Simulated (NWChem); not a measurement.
Molecule: Ge₂H₆O; SMILES [OH][GeH2][GeH3]

```xyz
9

O      1.1094     1.9770     0.2099
Ge    -0.3992     1.0094    -0.0526
Ge     0.0635    -1.4042     0.0315
H      1.4752     1.8041     1.0912
H     -0.8655     1.4618    -1.4543
H     -1.4680     1.4046     1.0091
H      0.6893    -1.7902     1.3941
H      1.0502    -1.8203    -1.0827
H     -1.2435    -2.2159    -0.1409
```
Atoms are numbered in this order, from 1.

Structure relaxed at the B3LYP/6-31G* (spherical d) level.

Question: Give the principal values of the shielding tensors (ppm) of O1, Ge2, Ge3 from BHandHLYP/pcSseg-1, GIAO (NWChem), with their diamagnetic and paramagnetic parts as GIAO splits them.

Answer: 
```
atom     σ11     σ22     σ33  isotropic  diamagnetic  paramagnetic
----  ------  ------  ------  ---------  -----------  ------------
O1     282.3   340.1   404.4      342.3        393.3         -51.0
Ge2   1237.4  1369.3  1645.5     1417.4       2755.3       -1338.0
Ge3   1668.5  1683.3  1703.5     1685.1       2756.8       -1071.7
```
